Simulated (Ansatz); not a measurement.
C$_{3}$H$_{4}$, charge -1, doublet, geometry from GFN2-xTB (a state made from the parent by changing its charge; the spin is typed, not shown lowest) (a gas-phase anion, which may not be bound at this level); B3LYP/pcseg-1 (Ansatz, a quantum-chemistry and plane-wave program).

The Ansatz input:
Ansatz 0.2 input:
```yaml
crystal:
  periodic: [false, false, false]
  atoms:
    - {symbol: C, position_ang: [1.24322362, -0.11733483, 0.06798327]}
    - {symbol: C, position_ang: [-0.00318420, 0.40993186, 0.09138401]}
    - {symbol: C, position_ang: [-1.24156856, -0.09573677, -0.11548223]}
    - {symbol: H, position_ang: [1.55199330, -1.00396287, -0.52298740]}
    - {symbol: H, position_ang: [2.09459145, 0.41698877, 0.50205590]}
    - {symbol: H, position_ang: [-2.10217797, 0.55969452, -0.28432890]}
    - {symbol: H, position_ang: [-1.53523195, -1.15388194, 0.04195012]}
basis:
  gaussian:
    orbitals: pcseg-1.json
    final_grid: {core_spheres: 6, valence_spheres: 12, degree: 29}
hamiltonian:
  xc: b3lyp
total_charge: -1
magnetization: {spin_polarized: true, initial_magnetization: 1}
```
The basis file holds pcseg-1 in the JSON format of the Basis Set Exchange.

Question: Predict the main parts of the log of this Ansatz run.

Answer: 
```
Functional definition: B3LYP
714 factors; their error is unknown
mean field evaluation 1: about -3169.8696 eV, gradient 2.2e1 eV
mean field evaluation 2: about -3168.8290 eV, gradient 2.6e1 eV
mean field evaluation 4: about -3172.6336 eV, gradient 8.6e-1 eV
mean field evaluation 8: about -3172.6095 eV, gradient 2.6e-2 eV
mean field evaluation 16: about -3172.6095 eV, gradient 5.3e-5 eV
mean field -3172.60954920 eV, -116.5912504611 hartree, gradient 2.7e-5 eV, S^2 0.754316; 0 other end points of the search recorded, 0 dependent functions left out
reference -3172.60977815 eV, -116.5912588748 hartree; 12, 11 occupied and 50, 51 virtual orbitals, 714 factors
Total energy: -3172.60977815 eV, -116.5912588748 hartree
```
